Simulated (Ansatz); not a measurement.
One change: `C[O][Hf]([OH])([Cl])[Cl]` becomes `[OH][Hf]([F])([Cl])[Cl]`.

Ansatz, PBE0-D4/def2-TZVP geometries, multiplicity 1. Each molecule was computed in one conformer, which needn't be the lowest.

Elements past krypton have def2 core potentials.

| property | `C[O][Hf]([OH])([Cl])[Cl]` |
| --- | --- |
| LUMO energy (PBE0/def2-TZVPP) / eV | -0.62 |
| HOMO–LUMO gap (PBE/def2-TZVPP) / eV | 5.79 |
| HOMO–LUMO gap (B3LYP/def2-TZVPP) / eV | 7.61 |
| HOMO energy (PBE/def2-TZVPP) / eV | -7.25 |
| HOMO energy (PBE0/def2-TZVPP) / eV | -8.71 |
| LUMO energy (PBE/def2-TZVPP) / eV | -1.46 |

Q: What does the change do to each property? (Estimate.)

A: The calculation gave: 
```
                             property  `[OH][Hf]([F])([Cl])[Cl]`  shift
   LUMO energy (PBE0/def2-TZVPP) / eV                      -1.14  -0.52
  HOMO–LUMO gap (PBE/def2-TZVPP) / eV                       5.96   0.17
HOMO–LUMO gap (B3LYP/def2-TZVPP) / eV                       7.71   0.10
    HOMO energy (PBE/def2-TZVPP) / eV                      -7.93  -0.68
   HOMO energy (PBE0/def2-TZVPP) / eV                      -9.36  -0.65
    LUMO energy (PBE/def2-TZVPP) / eV                      -1.97  -0.51
```

With PBE0 the HOMO falls by 0.65 eV and the LUMO falls by 0.52 eV, so the gap widens by about 0.13 eV. PBE moves the HOMO by -0.68 eV and ωB97M-V by -0.61 eV.

B3LYP here is the variant with VWN-RPA as its local correlation; programs differ in this.
